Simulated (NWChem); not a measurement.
Species: SiH2ClF; SMILES F[SiH2]Cl

```xyz
5

Si    -0.5024     0.5632     0.0000
F      0.7383     1.5825     0.0000
Cl     0.2116    -1.3703     0.0000
H     -1.2881     0.7631    -1.2351
H     -1.2881     0.7631     1.2351
```
Atoms are numbered in this order, from 1.

The geometry was optimised at B3LYP/6-31G* (spherical d).

### Question
Give the principal values of the shielding tensors (ppm) of Si1, F2, Cl3 from KT2/pcSseg-1, GIAO (NWChem), with their diamagnetic and paramagnetic parts as GIAO splits them.

### Answer
```
atom    σ11    σ22    σ33  isotropic  diamagnetic  paramagnetic
----  -----  -----  -----  ---------  -----------  ------------
Si1   328.6  346.2  394.2      356.3        881.4        -525.1
F2    258.8  324.8  399.8      327.8        473.2        -145.4
Cl3   670.2  944.0  999.9      871.4       1150.6        -279.2
```
